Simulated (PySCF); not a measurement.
PySCF job for Al(H)(Br)(OMe) (CH4AlBrO), SMILES C[O][AlH][Br], PBE-D3(BJ)/def2-SVP. Geometry: PBE-D3(BJ)/def2-SVP. The structure was generated by enumeration; whether it is a known compound was not checked. The values are those of a single conformer.

```python
import numpy as np
from pyscf import gto, scf, dft, df
from pyscf.hessian import thermo

mol = gto.M(
    atom='''
    Al   -1.05353798   -0.50768166   -0.00000000
    H    -2.62952028   -0.43438732   -0.00000000
    Br    0.25833908    1.34792811    0.00000000
    O    -0.32318418   -2.04693845   -0.00000000
    C     0.97469329   -2.58525819   -0.00000000
    H     1.12616122   -3.22631482    0.89677425
    H     1.12616122   -3.22631482   -0.89677425
    H     1.76863741   -1.80354863   -0.00000000
    ''',
    basis='def2-SVP',
    charge=0,
    spin=0,
    max_memory=1600,
    verbose=3,
)
mf = dft.RKS(mol, xc='pbe').density_fit(auxbasis='def2-universal-jkfit')
mf.disp = 'd3bj'
mf.grids.level = 3
mf.conv_tol = 1e-11
mf.max_cycle = 100
mf.kernel()

# [left out here: the lines that compute and print the analytic Hessian (its translational invariance restored by hand, since the grid's response is missing), thermochemistry and intensities]
```

Log of the run:

```
converged SCF energy = -2931.28678132389

WARN: DFTD3 does not support analytical Hessian, using finite difference


WARN: Mole.unit (angstrom) is changed to Bohr

Mode                                 0                   1                   2
Irrep
Freq [cm^-1]                       77.0985             89.8502            153.4721
Reduced mass [au]                   3.7812              1.0228              3.9425
Force const [Dyne/A]                0.0132              0.0049              0.0547
Char temp [K]                     110.9276            129.2744            220.8121
Normal mode                   x     y     z       x     y     z       x     y     z
       0  Al                -0.06  0.01  0.00    0.00 -0.00 -0.02    0.00 -0.00  0.07
       1   H                -0.06  0.03  0.00    0.00 -0.00 -0.04    0.00 -0.00  0.26
       2  Br                 0.02 -0.05  0.00   -0.00  0.00  0.01   -0.00  0.00 -0.01
       3   O                -0.03  0.02 -0.00    0.00 -0.00 -0.01    0.00 -0.00 -0.19
       4   C                 0.04  0.19  0.00   -0.00 -0.00 -0.01   -0.00 -0.00  0.08
       5   H                 0.13  0.21  0.00    0.20  0.45  0.29   -0.15  0.08  0.17
       6   H                 0.13  0.21 -0.00   -0.20 -0.45  0.29    0.15 -0.08  0.17
       7   H                -0.06  0.30 -0.00    0.00 -0.00 -0.57    0.00 -0.00  0.15
Mode                                 3                   4                   5
Irrep
Freq [cm^-1]                      243.3842            398.2202            436.9989
Reduced mass [au]                   7.3777             10.6481              1.2312
Force const [Dyne/A]                0.2575              0.9949              0.1385
Char temp [K]                     350.1757            572.9502            628.7441
Normal mode                   x     y     z       x     y     z       x     y     z
       0  Al                -0.06  0.05  0.00    0.13  0.09  0.00   -0.00 -0.00  0.08
       1   H                -0.06 -0.04  0.00    0.14  0.20 -0.00   -0.00  0.00 -0.90
       2  Br                -0.01 -0.03  0.00   -0.03 -0.04  0.00    0.00  0.00 -0.01
       3   O                 0.12  0.16 -0.00   -0.03  0.03  0.00    0.00 -0.00 -0.03
       4   C                 0.02 -0.05  0.00   -0.03  0.03 -0.00    0.00 -0.00 -0.01
       5   H                -0.09 -0.08 -0.00   -0.03  0.03 -0.00    0.00 -0.00 -0.01
       6   H                -0.09 -0.08  0.00   -0.03  0.03  0.00   -0.00  0.00 -0.01
       7   H                 0.15 -0.18 -0.00   -0.02  0.02 -0.00    0.00 -0.00 -0.01
Mode                                 6                   7                   8
Irrep
Freq [cm^-1]                      623.2171            721.3726           1139.2080
Reduced mass [au]                   1.1309              5.9707              1.4599
Force const [Dyne/A]                0.2588              1.8306              1.1163
Char temp [K]                     896.6707           1037.8946           1639.0667
Normal mode                   x     y     z       x     y     z       x     y     z
       0  Al                -0.04 -0.00 -0.00    0.04 -0.13 -0.00   -0.01  0.01  0.00
       1   H                 0.01  0.93  0.00    0.06  0.23 -0.00   -0.00  0.01 -0.00
       2  Br                -0.00  0.00 -0.00    0.00  0.01  0.00   -0.00  0.00 -0.00
       3   O                 0.02 -0.03  0.00    0.02  0.11 -0.00    0.08  0.01  0.00
       4   C                 0.06 -0.03  0.00   -0.11  0.07  0.00   -0.11 -0.08 -0.00
       5   H                 0.06 -0.03  0.00   -0.16  0.06 -0.00    0.35  0.11  0.07
       6   H                 0.06 -0.03 -0.00   -0.16  0.06  0.00    0.35  0.11 -0.07
       7   H                 0.04 -0.02  0.00   -0.05  0.02 -0.00   -0.52  0.33  0.00
Mode                                 9                  10                  11
Irrep
Freq [cm^-1]                     1145.2398           1198.4526           1421.7625
Reduced mass [au]                   1.2890              6.0046              1.0393
Force const [Dyne/A]                0.9961              5.0813              1.2378
Char temp [K]                    1647.7450           1724.3064           2045.5997
Normal mode                   x     y     z       x     y     z       x     y     z
       0  Al                 0.00 -0.00  0.00   -0.02  0.03 -0.00   -0.00  0.00 -0.00
       1   H                 0.00 -0.00 -0.02   -0.02  0.03 -0.00   -0.00  0.00  0.00
       2  Br                -0.00  0.00 -0.00   -0.00  0.00  0.00    0.00 -0.00 -0.00
       3   O                -0.00 -0.00  0.05    0.14 -0.12 -0.00    0.00 -0.00 -0.01
       4   C                 0.00  0.00 -0.13   -0.13  0.10  0.00   -0.00 -0.00 -0.05
       5   H                -0.47  0.30  0.16   -0.18 -0.03 -0.07    0.44  0.20  0.05
       6   H                 0.47 -0.30  0.16   -0.18 -0.03  0.07   -0.44 -0.20  0.05
       7   H                 0.00 -0.00  0.31    0.12 -0.12 -0.00    0.00 -0.00  0.69
Mode                                12                  13                  14
Irrep
Freq [cm^-1]                     1423.5439           1427.4471           1960.8079
Reduced mass [au]                   1.0550              1.1145              1.0449
Force const [Dyne/A]                1.2597              1.3380              2.3670
Char temp [K]                    2048.1627           2053.7786           2821.1660
Normal mode                   x     y     z       x     y     z       x     y     z
       0  Al                 0.00 -0.00 -0.00    0.00 -0.01 -0.00   -0.04  0.00  0.00
       1   H                 0.01  0.00  0.00    0.01  0.01 -0.00    0.98 -0.05 -0.00
       2  Br                 0.00  0.00 -0.00    0.00  0.00 -0.00    0.00  0.00 -0.00
       3   O                -0.01  0.02 -0.00   -0.03  0.01  0.00   -0.00 -0.00  0.00
       4   C                -0.01  0.05 -0.00   -0.08  0.02  0.00    0.00 -0.00 -0.00
       5   H                 0.19 -0.51 -0.41    0.45  0.12 -0.01   -0.00  0.00  0.00
       6   H                 0.19 -0.51  0.41    0.45  0.12  0.01   -0.00  0.00 -0.00
       7   H                -0.09  0.11  0.00    0.46 -0.49 -0.00    0.00  0.00  0.00
Mode                                15                  16                  17
Irrep
Freq [cm^-1]                     2920.3308           3000.5638           3008.6555
Reduced mass [au]                   1.0319              1.1053              1.1057
Force const [Dyne/A]                5.1852              5.8631              5.8969
Char temp [K]                    4201.7058           4317.1432           4328.7855
Normal mode                   x     y     z       x     y     z       x     y     z
       0  Al                -0.00  0.00 -0.00   -0.00  0.00 -0.00    0.00 -0.00  0.00
       1   H                 0.00 -0.00 -0.00    0.00  0.00 -0.00   -0.00 -0.00  0.00
       2  Br                -0.00 -0.00  0.00    0.00  0.00  0.00   -0.00 -0.00 -0.00
       3   O                 0.00 -0.00 -0.00    0.00  0.00 -0.00   -0.00 -0.00 -0.00
       4   C                 0.05 -0.01  0.00   -0.03 -0.08  0.00    0.00  0.00  0.09
       5   H                -0.06  0.29 -0.41   -0.06  0.25 -0.38   -0.07  0.39 -0.54
       6   H                -0.06  0.29  0.41   -0.06  0.25  0.38    0.07 -0.39 -0.54
       7   H                -0.46 -0.48  0.00    0.48  0.49  0.00   -0.00 -0.00  0.02
temperature 298.1500 [K]
pressure 101325.00 [Pa]
Rotational constants [GHz] 8.15160 1.56525 1.32427
Symmetry number 1
Zero-point energy (ZPE) 0.04873 [Eh]   127938.373 [J/mol]
                           tot       elec      trans        rot        vib
Entropy [J/mol/K]       346.315      0.000    170.281    114.409     61.625
Cv [J/mol/K]             80.309      0.000     12.472     12.472     55.366
Cp [J/mol/K]             88.624      0.000     20.786     12.472     55.366
Internal energy [J/mol]                      3718.434   3718.434 137350.527
Internal energy [Eh]   -2931.23163  -2931.28678
Enthalpy [J/mol]                             6197.391   3718.434 137350.527
Enthalpy [Eh]          -2931.23069
Gibbs free energy [J/mol]                  -44571.754 -30392.665 118976.984
Gibbs free energy [Eh] -2931.27002
mode   freq/cm-1   IR/(km/mol)
   1       77.10         3.827
   2       89.85         0.005
   3      153.47        11.148
   4      243.38        11.304
   5      398.22        44.037
   6      437.00        92.808
   7      623.22       104.826
   8      721.37       136.469
   9     1139.21        43.777
  10     1145.24         0.002
  11     1198.45       241.368
  12     1421.76         1.356
  13     1423.54         1.698
  14     1427.45        16.567
  15     1960.81       109.405
  16     2920.33        90.363
  17     3000.56        35.929
  18     3008.66        31.265
max |gradient| / (hartree/bohr): 6.896667042312018e-05
APT charges: [ 1.3296 -0.2964 -0.4981 -0.9529  0.5747 -0.0568 -0.0568 -0.0434]
```

The run converged.

Cost: very roughly 110 core-seconds.
